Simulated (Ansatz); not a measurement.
`C[O][Ga]([SH])[O][SiH3]` + H₂ → `[SiH3][O][GaH][SH]` + CH₃OH  (hydrogenolysis of a Ga–O bond)

Calculated with Ansatz (gas phase, PBE0-D4/def2-TZVP geometries, no zero-point term in ΔE). CCSD(T)/CBS adds triple-zeta CCSD(T) − MP2 to the extrapolated MP2 energy (def2 sets, frozen cores). This one scheme is used for every species. DFT in def2-TZVPP. For Ga outer-core shells are correlated without core-valence functions, which leaves a few kJ/mol of doubt a bond. Scalar relativity is left out up to krypton. Each species was taken in one conformer, which may not be the lowest.

`C[O][Ga]([SH])[O][SiH3]`:

Z-matrix (Å, degrees):
```
C
O 1 1.409
H 1 1.096 2 111.4
H 1 1.097 2 113.1 3 121.9
H 1 1.094 2 108.4 3 -118.8
Ga 2 1.773 1 123.3 3 -84.6
O 6 1.771 2 120.6 1 -1.9
S 6 2.172 2 120.1 1 178.8
Si 7 1.630 6 143.1 2 6.4
H 8 1.345 6 91.7 2 -0.4
H 9 1.490 7 111.1 6 50.5
H 9 1.490 7 110.9 6 -69.6
H 9 1.485 7 108.9 6 170.5
```

H₂:

Z-matrix (Å, degrees):
```
H
H 1 0.746
```

`[SiH3][O][GaH][SH]`:

Z-matrix (Å, degrees):
```
Si
O 1 1.629
H 1 1.487 2 110.1
H 1 1.495 2 111.2 3 119.8
H 1 1.487 2 110.1 3 -120.4
Ga 2 1.781 1 139.7 3 -119.5
S 6 2.192 2 116.7 1 -0.0
H 6 1.547 2 118.3 1 180.0
H 7 1.345 6 93.3 2 -0.0
```

CH₃OH:

Z-matrix (Å, degrees):
```
C
O 1 1.409
H 1 1.097 2 112.4
H 1 1.090 2 107.0 3 -118.5
H 1 1.097 2 112.4 3 123.0
H 2 0.959 1 108.5 3 -61.6
```

| level | ΔE (kJ/mol) |
| --- | --- |
| B2PLYP | 26.9 |
| HF/def2-TZVPP | 14.9 |
| CCSD/def2-TZVPP | 27.9 |
| HF/CBS(def2) | 14.9 |

Question: What does CCSD(T)/CBS give? (Estimate.)

Answer: Ansatz gave: +29.6 kJ/mol. The listed levels differ from it by -2.7, -14.7, -1.7, -14.7 kJ/mol.

Largest T1 diagnostic among the species: 0.014.

The D4 term adds +10.6 kJ/mol with B3LYP and +6.3 kJ/mol with PBE0; it sums over pairs of atoms, weighted by their polarisabilities, and B3LYP, whose exchange is more repulsive, gets the larger term. In def2-TZVPP, CCSD(T) changes the Hartree–Fock value by +17.5 kJ/mol (the triples alone add +4.5 kJ/mol) and MP2 by +24.0 kJ/mol.

B3LYP here is the variant with VWN-RPA as its local correlation; programs differ in this.
